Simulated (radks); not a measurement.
Sm5+, 57 electrons, occupied as [Xe] 4f2 6p1 (not the ground configuration).

Method: non-relativistic Kohn-Sham, PBE, spin-polarised, spherical densities, point nucleus; open shells are filled with parallel spins first (spin-orbit coupling, left out, can overturn this in heavy ions); relativity is left out, which matters for an element this heavy; computed with a radial shooting solver on a logarithmic mesh with Libxc functionals.

Energy parts (eV):
total: -272930.27
kinetic: 272850.91
electron-nucleus: -642193.63
Hartree: 102477.52
exchange-correlation: -6065.06

Orbitals (lengths in bohr, moments of r in powers of bohr):
orbital,occ.,eigenvalue (eV),<r>
1s up,1,-44137.72,0.02448
1s down,1,-44137.70,0.02448
2s up,1,-7053.477,0.1044
2s down,1,-7053.437,0.1044
2p up,3,-6702.314,0.08861
2p down,3,-6702.279,0.08861
3s up,1,-1618.870,0.2707
3s down,1,-1617.741,0.2706
3p up,3,-1464.168,0.2605
3p down,3,-1463.133,0.2604
3d up,5,-1175.858,0.2320
3d down,5,-1175.102,0.2319
4s up,1,-390.9066,0.6050
4s down,1,-388.7581,0.6051
4p up,3,-330.8265,0.6184
4p down,3,-328.6881,0.6186
4d up,5,-224.0362,0.6497
4d down,5,-221.9205,0.6503
4f up,2,-93.9248,0.7428
4f down,0,-91.8819,0.7468
5s up,1,-106.7382,1.339
5s down,1,-105.8149,1.343
5p up,3,-87.7715,1.442
5p down,3,-86.9607,1.446
6p up,1,-37.3614,2.994
6p down,0,-35.9663,2.950

The highest occupied level is 6p up at -37.361 eV. The configuration is held as typed, so some empty levels lie below it. The spin density at the nucleus is -0.111 e/bohr^3 (1s -0.043, 2s -0.114, 3s -1.702, 4s 0.535, 5s 1.213). The electron density at the nucleus is 1.695e+05 e/bohr^3. Summed over all electrons, <r^2> = 38.94 bohr^2, which gives a Langevin (diamagnetic) susceptibility term of -30.8 x 10^-6 cm^3/mol. Spin moment in Bohr magnetons: 3.
